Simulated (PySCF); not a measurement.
# How the method changes the shape and vibrations of B2GeH3O

All numbers below are calculated, not measured. The program is PySCF 2.14.0, an open-source quantum chemistry code, run on an isolated molecule that a program drew, which may never have been made. The molecule is B2GeH3O (charge 0, doublet), drawn as the SMILES string `[BH2][GeH][B]=O`.

The geometry was optimised and harmonic frequencies were computed with HF and MP2, all in the cc-pVDZ basis, for the commonest isotopes, with a restricted reference for singlets and an unrestricted one otherwise, and a frozen core in MP2. Germanium has the cc-pVDZ-PP basis, with a core potential (ECP10MDF) in place of its 10 inner electrons, and its 3s, 3p and 3d shells are frozen in MP2. Each result is a local minimum of its method.

Geometry at the HF minimum:
```xyz
7
B2GeH3O, angstrom
B     0.1294    0.3385   -0.0036
Ge   -1.0863    1.0483    1.4343
B    -0.4867    2.4113    2.8268
O    -0.1281    3.2053    3.6332
H     1.2573    0.7262   -0.0541
H    -0.2959   -0.4591   -0.7837
H    -2.5417    0.6553    1.6296
```

Lengths of the bonds as drawn, in Å (atoms numbered as above):
| bond | HF | MP2 |
|---|---|---|
| B1-Ge2 | 2.012 | 2.001 |
| Ge2-B3 | 2.039 | 2.035 |
| B3-O4 | 1.187 | 1.222 |
| B1-H5 | 1.194 | 1.202 |
| B1-H6 | 1.194 | 1.202 |
| Ge2-H7 | 1.520 | 1.529 |

Rotational constants, in GHz:
| constant | HF | MP2 |
|---|---|---|
| A | 15.78 | 16.02 |
| B | 2.419 | 2.387 |
| C | 2.097 | 2.078 |

Harmonic frequencies in cm^-1, each column in rising order, so a row needn't be the same motion in every method:
```
rank    HF   MP2
   1    85   110
   2   117   183
   3   317   319
   4   373   337
   5   397   396
   6   437   429
   7   609   619
   8   672   638
   9   814   775
  10   911   858
  11  1241     ?
  12  2123  1916
  13  2271  2216
  14  2712  2650
  15  2818  2762
```

**Estimate the missing MP2 frequency from the HF column.**

A single factor s that minimises the squared misfit of MP2 against s times HF over the other rows is sum(HF x MP2) / sum(HF^2) = 0.9644, with an rms misfit of 46 cm^-1. For rank 11 it gives 0.9644 x 1241 = 1197 cm^-1. The calculation gives 1179 cm^-1, 18 cm^-1 below the estimate. The drawn bonds are on average 0.7 % longer in MP2 than in HF.
